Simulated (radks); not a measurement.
Exchange energies: the exact (Fock) value of the Kohn-Sham orbitals and density-functional approximations, as 100 (|E| - |E exact|)/|E exact|, negative where the magnitude is too small. Species: He+ 1s1; Mg [Ne] 3s2. Calculated with a radial shooting solver on a logarithmic mesh with Libxc functionals: non-relativistic Kohn-Sham, exchange-only PBE, spin-polarised, spherical densities, point nucleus. Every spin shell is full or empty, so the densities are truly spherical. Functionals are evaluated on that one density, not self-consistently.

functional             He+        Mg
exact (hartree)  -0.618363  -15.9362
LDA                 -14.12     -8.51
B88                  -0.65     +0.19
PBE                  -1.85     -0.35
revPBE               -0.38     +0.15
RPBE                 -0.15     +0.34
PW91                 -1.54     +0.06
G96                  -0.23     +0.20
APBE                 -0.29     +0.88
r2SCAN               +0.12     +0.16
MS2                  +0.17     +0.37
MVS                  +0.14     -0.10
